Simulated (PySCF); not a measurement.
An unknown is described by computed data only.

Formula: C3H7NSSi2.

| Item | Value |
| --- | --- |
| 1H NMR | chemical shifts (computed TMS as zero) by class: 4.17 (1 H), 4.14 (3 H), 1.50 (1 H), 1.17 (1 H), 0.82 (1 H) ppm [GIAO PBE0/pcSseg-1] |
| 13C NMR | chemical shifts (computed TMS as zero) by class: 128.3 (1 C), 14.1 (1 C), -9.6 (1 C) ppm [GIAO PBE0/pcSseg-1] |
| Rotational structure | rotational constants A, B, C: 2.341, 1.000, 0.811 GHz [GFN2-xTB] |
| Triplet | lowest triplet excitation (Tamm–Dancoff): 4.77 eV [TDA CAM-B3LYP/def2-SVPD] |
| NMR, other nuclei | isotropic shieldings of nuclei other than C and H, by class: -17 (1 N), 410 (1 Si), 426 (1 Si), 792 (1 S) ppm [GIAO PBE0/pcSseg-1] |
| Polarisability | 110.3 au [CAM-B3LYP/def2-SVPD] |
| UV, strongest line | among the 8 lowest singlet transitions: S7 at 6.87 eV (181 nm, f = 0.096) [TDDFT CAM-B3LYP/def2-SVPD] |

Gas-phase values; electronic properties from PySCF, density fitting. Levels stand in brackets. The structure is a single GFN2-xTB conformer in the gas phase; no vibrational or solvent corrections. Each NMR value is the plain mean over a class of atoms that symmetry, rotation or inversion makes alike.

**Question.** Propose a structure and show how it fits.

**Answer.** Numbering: `[N:1]#[C:2][C@@:3]1([SiH3:4])[CH2:5][Si@H:6]1[SH:7]`. Its formula, C3H7NSSi2, gives 3 degrees of unsaturation: 1 ring and 2 π bonds in the structure found. 3 carbons fall into 3 classes; from least to most shielded: nitrile carbon [C2] (128.3 ppm), ring sp3 carbon bound to silicon [C5] (14.1 ppm), ring sp3 carbon bound to silicon [C3] (-9.6 ppm). Hydrogen classes from least to most shielded: 1 H on an SiH silicon, Si6 (4.17 ppm), 3 H on an SiH3 silicon, Si4 (4.14 ppm, a mean of values up to 0.8 ppm apart in this geometry), 1 H on a sulfur bonded to Si and H, S7 (1.50 ppm), 1 H on an sp3 carbon bound to silicon, C5 (1.17 ppm), 1 H on an sp3 carbon bound to silicon, C5 (0.82 ppm). The other shieldings belong to: -17 ppm, nitrile nitrogen [N1]; 410 ppm, SiH3 silicon [Si4]; 426 ppm, SiH silicon [Si6]; 792 ppm, sulfur bonded to Si and H [S7]. The optimised geometry has point group C1 and is an asymmetric top. Structure: `N#C[C@@]1([SiH3])C[Si@H]1S`. Computed isomers that give other values at the same levels: `N#C/C=C/[SiH2]S[SiH3]` (13C chemical shifts (computed TMS as zero) by class: 154.5 (1 C), 127.3 (1 C), 122.2 (1 C) ppm); `[SiH3][SiH2]c1nccs1` (13C chemical shifts (computed TMS as zero) by class: 169.2 (1 C), 147.7 (1 C), 133.2 (1 C) ppm); `C=C[Si@H](C#N)S[SiH3]` (13C chemical shifts (computed TMS as zero) by class: 148.3 (1 C), 134.8 (1 C), 122.5 (1 C) ppm). The assignments are read from this structure; whether some other isomer fits the data as well wasn't checked. The mirror image fits equally.

Shape of the structure used: `[N:1]#[C:2][C@@:3]1([SiH3:4])[CH2:5][Si@H:6]1[SH:7]`: H–S7–Si6–C5 57°.
